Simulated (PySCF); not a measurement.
H₃Si₂, SMILES [SiH][SiH2] (connectivity only; charge and spin as stated), neutral, multiplicity 2.

Coordinates come from a ωB97X-D3(BJ)/def2-TZVP optimisation. The isomer is the one that the SMILES or the coordinates give; other isomers of the formula were not compared.

The numbers are results of PBE/def2-TZVPD run with PySCF, not measurements.

Isolated molecule, no solvent.

Computed frontier levels, dipole moment and polarisability:
```json
{
  "α spin, highest occupied and lowest empty level": "-5.82 and -3.08 eV",
  "β spin, highest occupied and lowest empty level": "-5.69 and -4.66 eV",
  "dipole_moment": "1.18 D",
  "quadrupole, principal values (traceless, Buckingham form, about the centre of nuclear charge)": "-3.05, -0.43, 3.48 D·Å",
  "mean_static_polarisability": "74.9 bohr³ (11.09 Å³)",
  "polarisability_principal_values": "56.9, 63.3, 104.4 bohr³",
  "⟨S²⟩": "0.756 (pure state 0.75)"
}
```
